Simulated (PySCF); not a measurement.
**Correlation energy of Sm⁵⁰⁺ (samarium, charge +50)**

[Ne] 3s2, closed-shell 1S. Calculation: PySCF 2.14, in an uncontracted even-tempered set (17 s from 12 bohr⁻², ratio 2.5; 12 p from 15 bohr⁻², ratio 2.5; 4 d from 56 bohr⁻², ratio 2.7; 4 f from 84 bohr⁻², ratio 2.7); the spin-free X2C one-electron Hamiltonian (Gaussian nucleus). Frozen: 1s2; 10 electrons correlated; the 20 highest virtual orbitals of each spin left out.

```json
{"level": "CCSD", "correlation energy (mhartree)": "-491.60"}
{"level": "(T)", "correlation energy (mhartree)": "-0.61"}
{"level": "CCSD(T)", "correlation energy (mhartree)": "-492.21"}
```

Diagnostics: T1 = 0.00016, D1 = 0.0005, largest double amplitude 0.045.

**Question.** Is a single reference adequate?

**Answer.** Yes, within this model without spin-orbit coupling: T1 lies below 0.03 and no double amplitude reaches 0.07.

At this charge the one-electron X2C treatment keeps the bare 1/r₁₂, with no two-electron picture change or Breit term. The effect here is smaller than on the frozen 1s shell; and a scalar Hamiltonian misses the large spin-orbit splitting of the p shells, which matters for ns² → np² pairs.
